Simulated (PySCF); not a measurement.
C4H4F3S (doublet state).
Z-matrix (Å and degrees, GFN2-xTB geometry), rows numbered from 1:
```
C 
C   1  1.2792
S   2  1.8324  1  126.70
C   3  1.8102  2  100.30  1     0.84
C   2  1.5092  1  124.41  3   179.12
F   5  1.3380  2  112.52  1   128.50
F   5  1.3381  2  111.86  1     8.43
F   5  1.3404  2  112.06  1  -111.16
H   1  1.0580  2  146.42  3     0.69
H   4  1.0854  3  105.87  2   179.82
H   4  1.0857  3  109.76  2   -61.40
H   4  1.0857  3  109.61  2    61.03
```

The hyperfine couplings belong to this conformer and change with its torsions.

Identity: `[H]/[C]=C(\SC)C(F)(F)F` [radical].

Method: UKS B3LYP, pcH-1 on C F H S, non-relativistic, mean-field spin-orbit, GIAO (PySCF). One conformer (not necessarily the lowest) at the GFN2-xTB geometry, without solvent, vibrations or thermal averaging. A GFN2-xTB geometry isn't a minimum of the functional, and hyperfine couplings can be far from their values at a DFT geometry. No stability test was run, so a lower SCF solution isn't excluded.

Principal values of hyperfine tensors in MHz (contact, dipolar and spin–orbit terms together), for some of the nuclei:

```json
{"atom": "C1", "isotope": "13C", "A1": "167.97", "A2": "191.58", "A3": "393.67"}
{"atom": "C5", "isotope": "13C", "A1": "61.90", "A2": "63.11", "A3": "76.32"}
{"atom": "C4", "isotope": "13C", "A1": "8.23", "A2": "8.48", "A3": "10.08"}
{"atom": "F7", "isotope": "19F", "A1": "0.53", "A2": "1.37", "A3": "24.56"}
{"atom": "H9", "isotope": "1H", "A1": "-40.04", "A2": "-12.47", "A3": "32.24"}
{"atom": "F6", "isotope": "19F", "A1": "-4.11", "A2": "-3.69", "A3": "14.47"}
{"atom": "S3", "isotope": "33S", "A1": "-21.59", "A2": "-16.50", "A3": "32.73"}
{"atom": "H11", "isotope": "1H", "A1": "-4.11", "A2": "-2.65", "A3": "4.14"}
```

(1) Split each tensor into its isotropic and traceless parts, and turn a_iso into mT with g = 2.0023.

(2) What spin density at the nucleus of F7 lies behind its contact coupling (g_N = 5.25774)?

(3) C2 (13C, g_N = 1.40482) isn't in the table. Its spin density at the nucleus is -0.01967 bohr⁻³. What is its contact coupling?

(4) Which nucleus of the table has the largest anisotropic coupling, and what is its form?

Answers

(1) a_iso = (A1 + A2 + A3)/3, Ti = Ai − a_iso; 1 mT corresponds to 28.024 MHz. The tensors hold a spin–orbit part: the run splits a_iso into a_FC + a_SO, and T includes its anisotropic share.

| atom | a_iso (MHz) | a_FC | a_SO | a_iso (mT) | T1 | T2 | T3 |
| --- | --- | --- | --- | --- | --- | --- | --- |
| C1 | 251.07 | 251.66 | -0.58 | 8.959 | -83.10 | -59.49 | 142.60 |
| C5 | 67.11 | 67.12 | -0.01 | 2.395 | -5.21 | -4.00 | 9.21 |
| C4 | 8.93 | 8.92 | 0.01 | 0.319 | -0.70 | -0.45 | 1.15 |
| F7 | 8.82 | 8.82 | 0.00 | 0.315 | -8.29 | -7.45 | 15.74 |
| H9 | -6.76 | -6.62 | -0.14 | -0.241 | -33.28 | -5.72 | 39.00 |
| F6 | 2.23 | 2.17 | 0.05 | 0.079 | -6.33 | -5.91 | 12.25 |
| S3 | -1.79 | -2.15 | 0.36 | -0.064 | -19.80 | -14.71 | 34.52 |
| H11 | -0.88 | -0.89 | 0.02 | -0.031 | -3.24 | -1.78 | 5.01 |

(2) a_FC = 800.24 MHz bohr³ × g_N × ρ(0)/(2S). With a_FC = 8.82 MHz and 2S = 1, ρ(0) = 0.002097 bohr⁻³.

(3) By the same relation, a_FC = -22.1 MHz. Its full tensor has the principal values -37.64, -23.30, -5.51 MHz.

(4) C1: -83.1, -59.5, 142.6 MHz (the dipolar term alone has -82.1, -60.0, 142.0), rhombic: the two smaller values differ by 17 % of the largest.
